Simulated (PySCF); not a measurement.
CH₅Cl₂NSi, SMILES C[Si](N)(Cl)Cl.

Coordinates come from a TPSSh-D3(BJ)/def2-SVP optimisation. This is a generated structure with no PubChem entry under its InChIKey; it may be hypothetical. One conformer was computed; it need not be the lowest.

Calculation: TDDFT-B3LYP/def2-SVPD run with PySCF.

Vertical excitations. Gas-phase values at a fixed geometry.

Computed UV-visible absorptions:
```csv
state,energy (eV),λ (nm),f,main pairs
S1,6.65,186,0.034,HOMO→LUMO 96 %
S2,7.17,173,0.005,HOMO→LUMO+1 96 %
S3,7.57,164,0.057,HOMO−1→LUMO 94 %
S4,7.72,161,0.113,HOMO−2→LUMO 94 %
S5,7.82,158,0.011,"HOMO→LUMO+2 66 %, HOMO−3→LUMO 19 %"
S6,7.94,156,0.010,"HOMO−3→LUMO 59 %, HOMO→LUMO+2 25 %"
S7,8.03,154,0.031,"HOMO→LUMO+3 40 %, HOMO−1→LUMO+1 36 %, HOMO−3→LUMO 7 %"
S8,8.06,154,0.021,"HOMO−1→LUMO+1 42 %, HOMO−2→LUMO+1 26 %, HOMO→LUMO+3 18 %"
S9,8.17,152,0.039,"HOMO−2→LUMO+1 57 %, HOMO→LUMO+4 13 %"
S10,8.26,150,0.039,HOMO−4→LUMO 75 %
T1,6.32,196,0,HOMO→LUMO 90 %
T2,6.97,178,0,HOMO→LUMO+1 88 %
T3,7.26,171,0,"HOMO−1→LUMO 61 %, HOMO−1→LUMO+1 25 %"
T4,7.41,167,0,"HOMO−2→LUMO 64 %, HOMO−2→LUMO+1 22 %"
```
Triplets are in the Tamm–Dancoff approximation, which puts them higher than full response would, so one can lie above its singlet here.
